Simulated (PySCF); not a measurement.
## Mg²⁺ (magnesium, charge +2) across methods

[Ne], closed-shell 1S. All numbers are calculated (PySCF 2.14, no relativity, point nucleus, in aug-cc-pCVTZ).

```json
{"method": "wB97X-V", "E (hartree)": "-199.2060", "mean ε 1s (eV)": "-1295.0", "mean ε 2s (eV)": "-107.41", "mean ε 2p (eV)": "-72.983", "Σ⟨r²⟩ (bohr²)": "4.783", "⟨S²⟩": "0.000"}
{"method": "r2SCANh", "E (hartree)": "-199.2163", "mean ε 1s (eV)": "-1293.7", "mean ε 2s (eV)": "-104.62", "mean ε 2p (eV)": "-69.508", "Σ⟨r²⟩ (bohr²)": "4.753", "⟨S²⟩": "0.000"}
{"method": "PBE", "E (hartree)": "-199.1086", "mean ε 1s (eV)": "-1277.8", "mean ε 2s (eV)": "-99.618", "mean ε 2p (eV)": "-66.689", "Σ⟨r²⟩ (bohr²)": "4.803", "⟨S²⟩": "0.000"}
{"method": "PBE0", "E (hartree)": "-199.1315", "mean ε 1s (eV)": "-1297.0", "mean ε 2s (eV)": "-105.53", "mean ε 2p (eV)": "-70.774", "Σ⟨r²⟩ (bohr²)": "4.774", "⟨S²⟩": "0.000"}
{"method": "B2PLYP", "E (hartree)": "-199.1282", "mean ε 1s (eV)": "-1319.2", "mean ε 2s (eV)": "-111.66", "mean ε 2p (eV)": "-75.011", "Σ⟨r²⟩ (bohr²)": "4.760", "⟨S²⟩": "0.000"}
{"method": "LDA", "E (hartree)": "-198.2883", "mean ε 1s (eV)": "-1271.5", "mean ε 2s (eV)": "-99.063", "mean ε 2p (eV)": "-66.774", "Σ⟨r²⟩ (bohr²)": "4.815", "⟨S²⟩": "0.000"}
{"method": "UHF", "E (hartree)": "-198.82951", "mean ε 1s (eV)": "-1354.3", "mean ε 2s (eV)": "-122.00", "mean ε 2p (eV)": "-81.814", "Σ⟨r²⟩ (bohr²)": "4.721", "⟨S²⟩": "0.000"}
{"method": "PBEsol", "E (hartree)": "-198.6802", "mean ε 1s (eV)": "-1274.7", "mean ε 2s (eV)": "-99.301", "mean ε 2p (eV)": "-66.554", "Σ⟨r²⟩ (bohr²)": "4.806", "⟨S²⟩": "0.000"}
```

Q: Estimate the same row for r2SCAN.

A: E (hartree) = -199.2186; mean ε 1s (eV) = -1286.9; mean ε 2s (eV) = -102.63; mean ε 2p (eV) = -68.031; Σ⟨r²⟩ (bohr²) = 4.759; ⟨S²⟩ = 0.000.
